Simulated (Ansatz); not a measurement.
Several settings on one geometry of Ag₂Pd₂⁻ (the lowest doublet isomer of a short search) (that of the charge -1 doublet, r2SCAN-D4/def2-SVPD). Ansatz on 4 threads of Arm Neoverse V1 on a shared host; times are rough.

```xyz
4

Pd    0.7949   -0.9747   -0.0092
Pd   -0.7938    0.9741    0.0105
Ag    1.9345    1.3623    0.0084
Ag   -1.9356   -1.3617   -0.0097
```

Totals from different functionals, basis sets or treatments of relativity can't be compared as stabilities.

In the def2 sets Ag, Pd take a core potential; there is no spin–orbit coupling. LC-ωPBE has ω = 0.4 bohr⁻¹.

The spins typed aren't always the lowest for that charge.

(1) Give the basis size and estimate the energy, ⟨S²⟩ and time of these runs.

| run | method | charge | state | further keys |
| --- | --- | --- | --- | --- |
| 1 | RKS LC-ωPBE/def2-mTZVPP | 0 | singlet | scf: {omitted_lower_state_checks: [starts]}; forces asked |
| 2 | UKS revPBE0/def2-SVPD | -1 | quartet | – |
| 3 | UKS PBE-D3(BJ)-ATM/def2-mTZVPP | -1 | doublet | scf: {lower_state_search: off} |
| 4 | UKS CAM-B3LYP-D4/def2-SVPD | -1 | doublet | fitting: {mean_field: def2-universal-jkfit}; point_charges: [{charge: 1.00, position_ang: [4.989, 0.251, 0.073]}]; scf: {omitted_lower_state_checks: [starts]} |

Answers

(1) 
```json
{"run": "1", "functions": "132", "energy (Eh)": "-549.8498", "⟨S²⟩": "–", "wall time": "8 s"}
{"run": "2", "functions": "136", "energy (Eh)": "-549.8198", "⟨S²⟩": "3.78", "wall time": "36 s"}
{"run": "3", "functions": "132", "energy (Eh)": "-550.0069", "⟨S²⟩": "0.76", "wall time": "2.7 s"}
{"run": "4", "functions": "136", "energy (Eh)": "-549.7932", "⟨S²⟩": "0.78", "wall time": "16 s"}
```

The highest occupied level of an anion often lies above zero with these methods, and sets without diffuse functions describe the outer electron poorly. A triplet lies near this restricted singlet, and broken spin symmetry wasn't tried.
